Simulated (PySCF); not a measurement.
A geometry optimisation, step by step.

C3H8BN.
Numbering: `[BH2:1][N:2]1[CH2:3][C@@H:4]1[CH3:5]` (hydrogens: H6, H7 on B1; H8, H9 on C3; H10 on C4; H11, H12, H13 on C5)

Method: PySCF 2.14.0, PBE0-D3(BJ)/def2-SVP geometry optimisation, gas phase; density fitting, grid level 1; the optimiser is geomeTRIC in internal coordinates, started from a GFN2-xTB structure with every atom displaced at random (about 0.01 Å). 7 of its 11 geometries are shown. The frame can shift and turn from step to step; on so coarse a grid that alone can change the energy by a few meV, and forces under 0.02 eV/Å are noise.

Step 0: E = -5396.8426 eV, largest atomic force 3.024 eV/Å
```
atom  x, y, z in Å  |  force x, y, z in eV/Å
B1      1.800    0.939    0.444   -1.012   0.488   0.408
N2      0.817    0.018    0.211    0.678  -0.117  -0.319
C3      0.434   -1.203   -0.423    1.269  -0.629   1.098
C4     -0.485   -0.409    0.388   -2.943   0.308   0.626
C5     -1.634    0.353   -0.286    0.386  -0.204   1.189
H6      2.842    0.814   -0.025    1.465  -0.287  -0.632
H7      1.513    1.897    1.093   -0.071   0.355   0.347
H8      0.886   -2.111   -0.014   -0.075  -0.151   0.058
H9      0.364   -1.192   -1.476   -0.256   0.058  -1.596
H10    -0.775   -0.790    1.392    0.291   0.036  -0.292
H11    -1.922    1.211    0.345    0.032  -0.009  -0.117
H12    -1.300    0.725   -1.240    0.146   0.307  -0.763
H13    -2.533   -0.267   -0.420    0.090  -0.155  -0.007
```

Step 2: E = -5397.0261 eV, largest atomic force 0.232 eV/Å
```
atom  x, y, z in Å  |  force x, y, z in eV/Å
B1      1.555    0.636    0.497    0.099  -0.008  -0.031
N2      0.562   -0.290    0.252   -0.180   0.031   0.025
C3      0.117   -1.442   -0.444   -0.018  -0.061  -0.101
C4     -0.810   -0.643    0.425    0.217   0.018   0.077
C5     -1.866    0.264   -0.139   -0.002   0.010  -0.051
H6      2.643    0.480   -0.015   -0.034  -0.001   0.021
H7      1.309    1.577    1.217   -0.011  -0.006   0.004
H8      0.470   -2.417   -0.088   -0.004   0.004   0.002
H9      0.011   -1.367   -1.535    0.000   0.018   0.045
H10    -1.045   -1.090    1.401   -0.044   0.016  -0.014
H11    -2.000    1.144    0.509   -0.021  -0.003   0.005
H12    -1.576    0.623   -1.138   -0.004  -0.006   0.009
H13    -2.835   -0.252   -0.219    0.002  -0.011   0.007
```

Step 3: E = -5397.0278 eV, largest atomic force 0.098 eV/Å
```
atom  x, y, z in Å  |  force x, y, z in eV/Å
B1      1.564    0.633    0.496   -0.002  -0.014   0.031
N2      0.563   -0.286    0.255   -0.061   0.061  -0.007
C3      0.113   -1.436   -0.445    0.018  -0.089   0.038
C4     -0.806   -0.635    0.430    0.066   0.019   0.012
C5     -1.868    0.262   -0.141    0.006   0.010   0.015
H6      2.649    0.469   -0.013    0.013  -0.009  -0.017
H7      1.323    1.573    1.220    0.000  -0.005  -0.005
H8      0.466   -2.414   -0.094   -0.004   0.023  -0.006
H9      0.003   -1.354   -1.533   -0.012   0.014  -0.037
H10    -1.048   -1.081    1.406   -0.009   0.000  -0.009
H11    -2.015    1.144    0.501   -0.006  -0.005  -0.002
H12    -1.582    0.615   -1.142    0.006   0.008  -0.010
H13    -2.830   -0.266   -0.217   -0.014  -0.013  -0.004
```

Step 5: E = -5397.0284 eV, largest atomic force 0.047 eV/Å
```
atom  x, y, z in Å  |  force x, y, z in eV/Å
B1      1.573    0.628    0.496   -0.004  -0.013   0.014
N2      0.561   -0.281    0.257    0.012   0.027  -0.037
C3      0.111   -1.432   -0.443    0.008  -0.001   0.012
C4     -0.805   -0.629    0.434   -0.041  -0.009  -0.008
C5     -1.871    0.262   -0.141   -0.004  -0.009   0.006
H6      2.653    0.454   -0.020   -0.001  -0.004  -0.001
H7      1.342    1.570    1.221    0.005   0.004   0.003
H8      0.465   -2.409   -0.093    0.003  -0.003   0.002
H9     -0.003   -1.347   -1.531   -0.001  -0.003   0.005
H10    -1.051   -1.075    1.408    0.013   0.004   0.006
H11    -2.032    1.141    0.502    0.002  -0.001   0.002
H12    -1.582    0.620   -1.141    0.003   0.005   0.004
H13    -2.827   -0.277   -0.224    0.005   0.003  -0.006
```

Step 7: E = -5397.0288 eV, largest atomic force 0.043 eV/Å
```
atom  x, y, z in Å  |  force x, y, z in eV/Å
B1      1.579    0.623    0.492    0.012  -0.007   0.009
N2      0.558   -0.275    0.253    0.012  -0.003  -0.042
C3      0.108   -1.431   -0.441   -0.009   0.035  -0.004
C4     -0.807   -0.624    0.434   -0.012  -0.024   0.015
C5     -1.876    0.264   -0.140    0.001   0.000  -0.014
H6      2.656    0.435   -0.028   -0.010   0.002   0.007
H7      1.363    1.567    1.218   -0.001   0.003   0.000
H8      0.464   -2.405   -0.085    0.001  -0.010  -0.002
H9     -0.008   -1.351   -1.529    0.004  -0.007   0.015
H10    -1.050   -1.068    1.410    0.003   0.010   0.006
H11    -2.046    1.136    0.510   -0.002   0.000   0.002
H12    -1.581    0.635   -1.134   -0.001  -0.002   0.005
H13    -2.828   -0.280   -0.237    0.004   0.003   0.001
```

Step 8: E = -5397.0290 eV, largest atomic force 0.039 eV/Å
```
atom  x, y, z in Å  |  force x, y, z in eV/Å
B1      1.582    0.620    0.490    0.006  -0.001   0.015
N2      0.558   -0.273    0.250    0.006  -0.006  -0.038
C3      0.106   -1.430   -0.440   -0.009   0.019   0.007
C4     -0.808   -0.622    0.434    0.005  -0.014   0.020
C5     -1.877    0.265   -0.140    0.003   0.004  -0.009
H6      2.659    0.427   -0.029   -0.004   0.001   0.002
H7      1.371    1.565    1.216   -0.003   0.001  -0.002
H8      0.462   -2.404   -0.083    0.000  -0.004  -0.005
H9     -0.012   -1.353   -1.529    0.001  -0.004   0.004
H10    -1.047   -1.062    1.412   -0.003   0.007   0.002
H11    -2.052    1.134    0.513   -0.003   0.000   0.000
H12    -1.581    0.640   -1.131   -0.001  -0.002   0.001
H13    -2.828   -0.281   -0.241    0.000   0.000   0.002
```

Step 10: E = -5397.0291 eV, largest atomic force 0.023 eV/Å
```
atom  x, y, z in Å  |  force x, y, z in eV/Å
B1      1.589    0.613    0.487   -0.007   0.004   0.013
N2      0.558   -0.272    0.242   -0.004   0.002  -0.016
C3      0.100   -1.430   -0.440    0.002  -0.019   0.012
C4     -0.808   -0.617    0.436    0.015   0.012   0.009
C5     -1.878    0.269   -0.139    0.001   0.002   0.004
H6      2.665    0.414   -0.030    0.005  -0.002  -0.004
H7      1.382    1.559    1.214   -0.001  -0.003  -0.001
H8      0.456   -2.404   -0.083    0.000   0.006   0.000
H9     -0.025   -1.358   -1.528   -0.004   0.004  -0.008
H10    -1.041   -1.049    1.419   -0.005  -0.004  -0.004
H11    -2.057    1.136    0.515    0.001   0.001  -0.002
H12    -1.581    0.645   -1.129    0.000  -0.001  -0.004
H13    -2.827   -0.280   -0.241   -0.003  -0.001   0.002
```

**Question.** Summarise the path.

**Answer.** The energy falls by 18.00 kJ/mol from step 0 to step 10; nine tenths of that is first reached at step 1. It falls at every step. The largest force goes from 3.024 to 0.023 eV/Å. Among the bonds B1–H6 changes most, from 1.149 to 1.210 Å; the atoms move by 0.039 Å rms after alignment.

**Question.** Follow the three bonds and two angles with the largest change from start to end.

**Answer.** 
```json
{"step": "0", "E above end (kJ/mol)": "18.00", "largest force (eV/Å)": "3.024", "B1–H6 (Å)": "1.149", "C3–H9 (Å)": "1.055", "N2–C4 (Å)": "1.382", "C5–C4–H10 (°)": "111.8", "N2–C4–H10 (°)": "117.8"}
{"step": "1", "E above end (kJ/mol)": "1.10", "largest force (eV/Å)": "0.545", "B1–H6 (Å)": "1.219", "C3–H9 (Å)": "1.106", "N2–C4 (Å)": "1.431", "C5–C4–H10 (°)": "115.8", "N2–C4–H10 (°)": "114.1"}
{"step": "2", "E above end (kJ/mol)": "0.30", "largest force (eV/Å)": "0.232", "B1–H6 (Å)": "1.212", "C3–H9 (Å)": "1.099", "N2–C4 (Å)": "1.428", "C5–C4–H10 (°)": "115.4", "N2–C4–H10 (°)": "114.4"}
{"step": "3", "E above end (kJ/mol)": "0.13", "largest force (eV/Å)": "0.098", "B1–H6 (Å)": "1.209", "C3–H9 (Å)": "1.096", "N2–C4 (Å)": "1.424", "C5–C4–H10 (°)": "115.1", "N2–C4–H10 (°)": "114.8"}
{"step": "4", "E above end (kJ/mol)": "0.09", "largest force (eV/Å)": "0.065", "B1–H6 (Å)": "1.209", "C3–H9 (Å)": "1.097", "N2–C4 (Å)": "1.422", "C5–C4–H10 (°)": "114.9", "N2–C4–H10 (°)": "115.0"}
{"step": "5", "E above end (kJ/mol)": "0.07", "largest force (eV/Å)": "0.047", "B1–H6 (Å)": "1.210", "C3–H9 (Å)": "1.097", "N2–C4 (Å)": "1.421", "C5–C4–H10 (°)": "114.9", "N2–C4–H10 (°)": "115.2"}
{"step": "6", "E above end (kJ/mol)": "0.05", "largest force (eV/Å)": "0.043", "B1–H6 (Å)": "1.211", "C3–H9 (Å)": "1.098", "N2–C4 (Å)": "1.421", "C5–C4–H10 (°)": "114.9", "N2–C4–H10 (°)": "115.2"}
{"step": "7", "E above end (kJ/mol)": "0.03", "largest force (eV/Å)": "0.043", "B1–H6 (Å)": "1.211", "C3–H9 (Å)": "1.098", "N2–C4 (Å)": "1.421", "C5–C4–H10 (°)": "114.9", "N2–C4–H10 (°)": "115.1"}
{"step": "8", "E above end (kJ/mol)": "0.02", "largest force (eV/Å)": "0.039", "B1–H6 (Å)": "1.210", "C3–H9 (Å)": "1.097", "N2–C4 (Å)": "1.422", "C5–C4–H10 (°)": "114.9", "N2–C4–H10 (°)": "115.0"}
{"step": "9", "E above end (kJ/mol)": "0.01", "largest force (eV/Å)": "0.029", "B1–H6 (Å)": "1.210", "C3–H9 (Å)": "1.097", "N2–C4 (Å)": "1.422", "C5–C4–H10 (°)": "115.0", "N2–C4–H10 (°)": "114.9"}
{"step": "10", "E above end (kJ/mol)": "0.00", "largest force (eV/Å)": "0.023", "B1–H6 (Å)": "1.210", "C3–H9 (Å)": "1.097", "N2–C4 (Å)": "1.422", "C5–C4–H10 (°)": "115.0", "N2–C4–H10 (°)": "114.9"}
```

What follows is the cost of the whole optimisation. The run took 38 s wall on one thread, Arm Neoverse V1 (aarch64), on a shared host, and the process peaked at 0.49 GiB of memory.
